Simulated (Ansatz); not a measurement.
H$_{8}$O$_{2}$Si$_{3}$, SMILES `O[SiH]([SiH3])O[SiH3]`, 13 atoms. The species carries charge 0 and has multiplicity 1. Hardware: A = 2 threads of a server CPU on a shared host; B = 2 threads of an AMD EPYC 7R13 on a shared host and a share of an NVIDIA H100 80 GB. Correlated methods freeze the cores. Open-shell runs search over several starts.

Q: Give the basis size and wall time and peak host memory of each of these runs in Ansatz. RKS PBE0-D4/def2-SVP energy [A]; RKS ωB97M-V/def2-SVP energy [A]; UKS ωB97X-V/def2-TZVPP energy of the cation [A]; UKS B3LYP-D4/def2-TZVPP energy of the cation [A]; UKS PBE-D4/def2-TZVPP energy of the cation [A]; RHF-CCSD(T)/cc-pV(D+d)Z energy [A]; RHF-MP2/def2-QZVPP energy [B]; RKS PBE0-D4/def2-TZVP relaxation (36 steps) [B]; RKS ωB97M-V/def2-QZVPP energy [B]; RKS PBE0-D4/def2-QZVPP energy [B]; RHF-MP2/cc-pV(Q+d)Z energy [B]; RKS ωB97M-V/def2-TZVPP energy and forces [A]. (An estimate is asked.)

A: The calculation gave: Other jobs shared the machine, so times are rough.

| level | job | functions | wall time | peak host memory (GiB) |
| --- | --- | --- | --- | --- |
| RKS PBE0-D4/def2-SVP | energy [A] | 122 | 4.1 s | 0.29 |
| RKS PBE0-D4/def2-QZVPP | energy [B] | 564 | 4.8 s | 1.1 |
| RHF-MP2/cc-pV(Q+d)Z | energy [B] | 542 | 6 s | 1.1 |
| RHF-MP2/def2-QZVPP | energy [B] | 564 | 7.5 s | 1.1 |
| RKS ωB97M-V/def2-QZVPP | energy [B] | 564 | 8 s | 1.2 |
| RKS ωB97M-V/def2-SVP | energy [A] | 122 | 13 s | 0.44 |
| RKS ωB97M-V/def2-TZVPP | energy and forces [A] | 300 | 26 s | 1.3 |
| RHF-CCSD(T)/cc-pV(D+d)Z | energy [A] | 137 | 27 s | 0.89 |
| UKS PBE-D4/def2-TZVPP | energy of the cation [A] | 300 | 28 s | 0.71 |
| UKS B3LYP-D4/def2-TZVPP | energy of the cation [A] | 300 | 36 s | 1.3 |
| UKS ωB97X-V/def2-TZVPP | energy of the cation [A] | 300 | 55 s | 1.6 |
| RKS PBE0-D4/def2-TZVP | relaxation (36 steps) [B] | 221 | 80 s | 0.88 |

B3LYP here is the variant with VWN-RPA as its local correlation; programs differ in this.
